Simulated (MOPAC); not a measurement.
MOPAC input (AM1):

```
AM1 1SCF CHARGE=-1 GEO-OK AUX(PRECISION=9) THREADS=1
C2H3F2

C    -1.32242100 1   -0.11982500 1   -0.08214200 1
C     0.12245500 1    0.01674700 1   -0.55414100 1
F     0.78381300 1   -1.06184300 1    0.19671700 1
F     0.57909600 1    1.18200300 1    0.21929100 1
H    -1.40615300 1   -0.13857400 1    1.02222000 1
H    -1.74964700 1   -1.04420600 1   -0.48316500 1
H    -1.91058700 1    0.71980800 1   -0.46541900 1
```

Output:

```
 *******************************************************************************
 **                                                                           **
 **                              MOPAC v23.2.5                                **
 **                                                                           **
 *******************************************************************************
 ** MOPAC's Digital Object Identifier: https://doi.org/10.5281/zenodo.6511958 **
 **                                                                           **
 ** Please cite the open-source release paper for use of this MOPAC version:  **
 ** J. E. Moussa and J. J. P. Stewart (2026)                                  **
 ** MOPAC: An open-source semiempirical molecular orbital program             **
 ** J. Open Source Softw., 11(119), 8025, https://doi.org/10.21105/joss.08025 **
 *******************************************************************************

                              AM1 CALCULATION RESULTS

 *******************************************************************************
 *  AM1        - The AM1 Hamiltonian to be used
 *  GEO-OK     - OVERRIDE INTERATOMIC DISTANCE AND OTHER SAFETY CHECKS
 *
 *
 *
 *                 CHARGE ON SYSTEM = -1
 *
 *
 *
 *  1SCF       - DO 1 SCF AND THEN STOP
 *  AUX        - OUTPUT AUXILIARY INFORMATION
 *******************************************************************************
AM1 1SCF CHARGE=-1 GEO-OK AUX(PRECISION=9) THREADS=1
 C2H3F2

   ATOM   CHEMICAL          X               Y               Z
  NUMBER   SYMBOL      (ANGSTROMS)     (ANGSTROMS)     (ANGSTROMS)

     1       C         -1.32242100  *  -0.11982500  *  -0.08214200  *
     2       C          0.12245500  *   0.01674700  *  -0.55414100  *
     3       F          0.78381300  *  -1.06184300  *   0.19671700  *
     4       F          0.57909600  *   1.18200300  *   0.21929100  *
     5       H         -1.40615300  *  -0.13857400  *   1.02222000  *
     6       H         -1.74964700  *  -1.04420600  *  -0.48316500  *
     7       H         -1.91058700  *   0.71980800  *  -0.46541900  *

          CARTESIAN COORDINATES

    NO.       ATOM           X           Y           Z

     1         C         -1.3224     -0.1198     -0.0821
     2         C          0.1225      0.0167     -0.5541
     3         F          0.7838     -1.0618      0.1967
     4         F          0.5791      1.1820      0.2193
     5         H         -1.4062     -0.1386      1.0222
     6         H         -1.7496     -1.0442     -0.4832
     7         H         -1.9106      0.7198     -0.4654

  H: (AM1): M.J.S. DEWAR ET AL, J. AM. CHEM. SOC. 107 3902-3909 (1985)
  C: (AM1): M.J.S. DEWAR ET AL, J. AM. CHEM. SOC. 107 3902-3909 (1985)
  F: (AM1): M.J.S. DEWAR AND E. G. ZOEBISCH, THEOCHEM, 180, 1 (1988).

           Empirical Formula: C2 H3 F2  =     7 atoms

      MOLECULAR POINT GROUP   :   Cs

      RHF CALCULATION, NO. OF DOUBLY OCCUPIED LEVELS = 13

 -------------------------------------------------------------------------------
 AM1 1SCF CHARGE=-1 GEO-OK AUX(PRECISION=9) THREADS=1
 C2H3F2

     1SCF WAS SPECIFIED, SO BFGS WAS NOT USED
     SCF FIELD WAS ACHIEVED

                              AM1 CALCULATION
                                                       MOPAC v23.2.5 Linux

          FINAL HEAT OF FORMATION =        -87.71825 KCAL/MOL =    -367.01317 KJ/MOL

          COSMO AREA              =         91.72 SQUARE ANGSTROMS
          COSMO VOLUME            =         75.25 CUBIC ANGSTROMS

          IONIZATION POTENTIAL    =          2.152414 EV
          HOMO LUMO ENERGIES (EV) =         -2.152  9.573
          NO. OF FILLED LEVELS    =         13
          MOLECULAR WEIGHT        =         65.0425         POINT GROUP:  Cs

          MOLECULAR DIMENSIONS (Angstroms)

            Atom       Atom       Distance
            H     7    F     3     3.29735
            H     6    F     4     3.18827
            C     2    H     5     1.92304

          SCF CALCULATIONS        =          1

   ATOM   CHEMICAL          X               Y               Z
  NUMBER   SYMBOL      (ANGSTROMS)     (ANGSTROMS)     (ANGSTROMS)

     1       C         -1.32242100  *  -0.11982500  *  -0.08214200  *
     2       C          0.12245500  *   0.01674700  *  -0.55414100  *
     3       F          0.78381300  *  -1.06184300  *   0.19671700  *
     4       F          0.57909600  *   1.18200300  *   0.21929100  *
     5       H         -1.40615300  *  -0.13857400  *   1.02222000  *
     6       H         -1.74964700  *  -1.04420600  *  -0.48316500  *
     7       H         -1.91058700  *   0.71980800  *  -0.46541900  *

                             CARTESIAN COORDINATES

   1    C       -1.322421000    -0.119825000    -0.082142000
   2    C        0.122455000     0.016747000    -0.554141000
   3    F        0.783813000    -1.061843000     0.196717000
   4    F        0.579096000     1.182003000     0.219291000
   5    H       -1.406153000    -0.138574000     1.022220000
   6    H       -1.749647000    -1.044206000    -0.483165000
   7    H       -1.910587000     0.719808000    -0.465419000

           Empirical Formula: C2 H3 F2  =     7 atoms

      MOLECULAR POINT GROUP   :   Cs

                  EIGENVALUES
 -40.89449 -39.04319 -25.11474 -15.68482 -10.32307  -9.44488  -9.25247  -7.93736
  -7.56121  -6.97599  -6.64555  -5.82769  -2.15241   9.57345   9.59944  10.01415
  10.80517  11.34459  11.37637

              NET ATOMIC CHARGES AND DIPOLE CONTRIBUTIONS

  ATOM NO.   TYPE          CHARGE      No. of ELECS.   s-Pop       p-Pop
    1          C          -0.260899        4.2609     1.24439     3.01651
    2          C          -0.156387        4.1564     1.62879     2.52760
    3          F          -0.326632        7.3266     1.94063     5.38601
    4          F          -0.326632        7.3266     1.94063     5.38601
    5          H           0.012664        0.9873     0.98734
    6          H           0.028943        0.9711     0.97106
    7          H           0.028943        0.9711     0.97106
 DIPOLE           X         Y         Z       TOTAL
 POINT-CHG.    -0.697    -0.062    -0.178     0.722
 HYBRID        -0.906    -0.101     1.787     2.006
 SUM           -1.602    -0.162     1.609     2.277

          ATOMIC ORBITAL ELECTRON POPULATIONS

     Atom    s        px        py        pz
    1  C   1.24439   1.09321   0.96452   0.95877
    2  C   1.62879   0.77178   0.60268   1.15314
    3  F   1.94063   1.86869   1.67541   1.84191
    4  F   1.94063   1.92628   1.62648   1.83324
    5  H   0.98734
    6  H   0.97106
    7  H   0.97106

 **********************
 *                    *
 * JOB ENDED NORMALLY *
 *                    *
 **********************

 == MOPAC DONE ==
```

The dipole moment of an ion depends on the origin.

The geometry given is a B3LYP-D3(BJ)/def2-TZVP minimum.
